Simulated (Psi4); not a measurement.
anisole (C7H8O), singlet, at a GFN2-xTB geometry; MP2/6-31G* (Psi4).

The Psi4 input:
```
memory 2 GB

molecule {
0 1
C    -2.76564113    0.24474505   -0.12444023
O    -1.68690838   -0.46492555   -0.68070261
C    -0.42665754   -0.18687962   -0.24039320
C     0.59851766   -0.92608697   -0.83281670
C     1.91010832   -0.72287747   -0.45941363
C     2.22421125    0.21857305    0.50911986
C     1.21089744    0.95130888    1.09673826
C    -0.11137104    0.75662985    0.73032410
H    -3.65698679   -0.13812627   -0.61922429
H    -2.84912455    0.07153434    0.95364028
H    -2.68159491    1.31998645   -0.31423270
H     0.33508288   -1.65380074   -1.58419238
H     2.69350327   -1.30170750   -0.92586391
H     3.25103115    0.37758850    0.80137780
H     1.44370153    1.68750866    1.85242260
H    -0.88073533    1.34394427    1.20698272
}

set {
  basis 6-31g*
  freeze_core true
  mp2_type conv
  scf_type pk
  puream true
  d_convergence 1e-8
}

energy('mp2')
print_variables()
```

It wrote (shortened):

```
   => Loading Basis Set <=

    Name: 6-31G*
    Role: ORBITAL
    Keyword: BASIS

         ---------------------------------------------------------
                                   SCF
               by Justin Turney, Rob Parrish, Andy Simmonett
                          and Daniel G. A. Smith
                              RHF Reference
         ---------------------------------------------------------

  ==> Geometry <==

    Molecular point group: c1
    Full point group: C1

    Geometry (in Angstrom), charge = 0, multiplicity = 1:

       Center              X                  Y                   Z               Mass
    ------------   -----------------  -----------------  -----------------  -----------------
         C           -2.787253237241     0.260396037016    -0.111884684243    12.000000000000
         O           -1.708520487241    -0.449274562984    -0.668147064243    15.994914619570
         C           -0.448269647241    -0.171228632984    -0.227837654243    12.000000000000
         C            0.576905552759    -0.910435982984    -0.820261154243    12.000000000000
         C            1.888496212759    -0.707226482984    -0.446858084243    12.000000000000
         C            2.202599142759     0.234224037016     0.521675405757    12.000000000000
         C            1.189285332759     0.966959867016     1.109293805757    12.000000000000
         C           -0.132983147241     0.772280837016     0.742879645757    12.000000000000
         H           -3.678598897241    -0.122475282984    -0.606668744243     1.007825032230
         H           -2.870736657241     0.087185327016     0.966195825757     1.007825032230
         H           -2.703207017241     1.335637437016    -0.301677154243     1.007825032230
         H            0.313470772759    -1.638149752984    -1.571636834243     1.007825032230
         H            2.671891162759    -1.286056512984    -0.913308364243     1.007825032230
         H            3.229419042759     0.393239487016     0.813933345757     1.007825032230
         H            1.422089422759     1.703159647016     1.864978145757     1.007825032230
         H           -0.902347437241     1.359595257016     1.219538265757     1.007825032230

  Running in c1 symmetry.

  Rotational constants: A =      0.17083  B =      0.05245  C =      0.04044 [cm^-1]
  Rotational constants: A =   5121.38257  B =   1572.54237  C =   1212.41098 [MHz]
  Nuclear repulsion =  347.262230170836858

  Charge       = 0
[...]
  @RHF Final Energy:  -344.58144366788537
    Total Energy =                       -344.5814436678853667
  DIE_IF_NOT_CONVERGED          => (empty)
[...]
  WRITER_FILE_LABEL             => (empty)
  ZORA_BASIS_TOLERANCE          => (empty)
  ZORA_NR_DEBUG                 => (empty)
  ZORA_PRUNING_SCHEME           => (empty)
  ZORA_RADIAL_POINTS            => (empty)
  ZORA_SPHERICAL_POINTS         => (empty)

 ==============================================================================
 ==============================================================================
 ==============================================================================

                             MP2
                    Program Written by Ugur Bozkaya,
              Additional Contributions by J. P. Misiewicz

 ==============================================================================
 ==============================================================================
 ==============================================================================

	MO spaces per irreps...

	IRREP   FC    OCC   VIR  FV
	==============================
	   A     8    21    99    0
	==============================

	Cost of iabc is    208 MB
	Cost of abcd is    728 MB
	Switching to the incore algorithm for iabc..
	Switching to the incore algorithm for abcd..

	Computing MP2 energy using SCF MOs (Canonical MP2)...
	==============================================================================
	Nuclear Repulsion Energy (a.u.)    :   347.26223017083686
	SCF Energy (a.u.)                  :  -344.58144366788537
	REF Energy (a.u.)                  :  -344.58144366788537
	Alpha-Alpha Contribution (a.u.)    :    -0.13945653200823
	Alpha-Beta Contribution (a.u.)     :    -0.77105164238593
	Beta-Beta Contribution (a.u.)      :    -0.13945653200823
	Scaled_SS Correlation Energy (a.u.):    -0.09297102133882
	Scaled_OS Correlation Energy (a.u.):    -0.92526197086312
	SCS-MP2 Total Energy (a.u.)        :  -345.59967666008731
	SOS-MP2 Total Energy (a.u.)        :  -345.50670563874849
	SCSN-MP2 Total Energy (a.u.)       :  -345.07233066055431
	SCS-MP2-VDW Total Energy (a.u.)    :  -345.70784630214757
	SOS-PI-MP2 Total Energy (a.u.)     :  -345.66091596722566
	MP2 Correlation Energy (a.u.)      :    -1.04996470640239
	MP2 Total Energy (a.u.)            :  -345.63140837428773
	==============================================================================

  Variable Map:
  ----------------------------------------------------------------------------
[...]
  Array Variable Map:
  ----------------------------------------------------------------------------
[...]
[...]
```
